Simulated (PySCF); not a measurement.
## TDDFT excited states: C2H8Ge

Species: GeMe2H2, C2H8Ge.
InChI=1S/C2H8Ge/c1-3-2/h3H2,1-2H3

Method used: TDDFT CAM-B3LYP/def2-SVPD, vertical, gas phase, core orbitals frozen in the response (PySCF). Isolated species at its PBE0-D3(BJ)/def2-SVP geometry, gas phase. The CAM-B3LYP/def2-SVPD calculation is non-relativistic and has no spin–orbit coupling, an omission that weighs most on germanium.

```csv
state,E (eV),λ (nm),f,|μ| (D),"main configurations (H = HOMO, L = LUMO)"
S1,8.01,154.7,0.051,1.30,H→L (92%)
S2,8.28,149.8,0.0063,0.45,"H-1→L (80%), H→L+1 (18%)"
S3,8.42,147.2,0.096,1.73,H-2→L (93%)
S4,8.56,144.8,0.051,1.25,"H→L+1 (76%), H-1→L (15%)"
S5,8.65,143.4,0.095,1.70,H-1→L+1 (82%)
S6,8.67,143.0,0.0001,0.05,H-2→L+1 (89%)
S7,8.98,138.1,0.042,1.12,"H-2→L+2 (76%), H-2→L+3 (13%)"
S8,8.98,138.0,0.251,2.72,H→L+2 (90%)
S9,9.01,137.6,0.307,3.00,H-1→L+2 (92%)
S10,9.44,131.3,0.0003,0.09,H→L+3 (85%)
S11,9.52,130.2,0.0001,0.06,H→L+4 (93%)
S12,9.65,128.5,0.0077,0.46,H-1→L+3 (88%)
S13,9.72,127.5,0.028,0.88,"H-1→L+4 (48%), H-2→L+3 (25%), H-2→L+2 (16%)"
S14,9.99,124.1,0.0002,0.08,H→L+5 (91%)
S15,10.10,122.8,0.133,1.87,"H-2→L+3 (41%), H-1→L+4 (34%), H→L+7 (11%)"
```

Triplets, Tamm–Dancoff:

| state | E (eV) | λ (nm) | main configurations (H = HOMO, L = LUMO) |
| --- | --- | --- | --- |
| T1 | 7.77 | 159.5 | H→L (72%), H-1→L+1 (16%) |
| T2 | 7.86 | 157.8 | H-1→L (56%), H→L+1 (36%) |
| T3 | 7.87 | 157.5 | H-2→L (62%), H-2→L+3 (14%), H-2→L+2 (10%) |
| T4 | 8.07 | 153.7 | H→L+1 (34%), H-1→L (24%), H-1→L+2 (19%) |

The lowest singlet lies at 8.01 eV (155 nm, vacuum ultraviolet) and is of moderate strength; its leading configuration is HOMO→LUMO (92%). The most intense listed level is S9 at 9.01 eV (138 nm, f = 0.307), 1.00 eV above S1. S7/S8 lie within about 0.01 eV of each other. Löwdin shares by element: HOMO carbon 55%, germanium 23%, hydrogen 5% or more (atoms not listed hold the other 17%); LUMO germanium 42%, carbon 23%, hydrogen 5% or more (atoms not listed hold the other 30%). Of the 15 states listed, 9 reach f = 0.01 and 4 stay under 0.0005. Orbital energies (eV): HOMO-3 -12.55, HOMO-2 -10.25, HOMO-1 -10.10, HOMO -9.92, LUMO 1.15, LUMO+1 1.59, LUMO+2 1.82. Weighted by f, the mean energy of these states is 9.00 eV. No computed singlet lies in the visible range (380 to 750 nm); the lowest, at 155 nm, stands 4.75 eV above its violet end (3.26 eV). Singlets were solved by full linear response, triplets in the Tamm–Dancoff approximation.

Without π bonds the low states are Rydberg-like; a valence basis with one diffuse set may place them up to an eV too high.
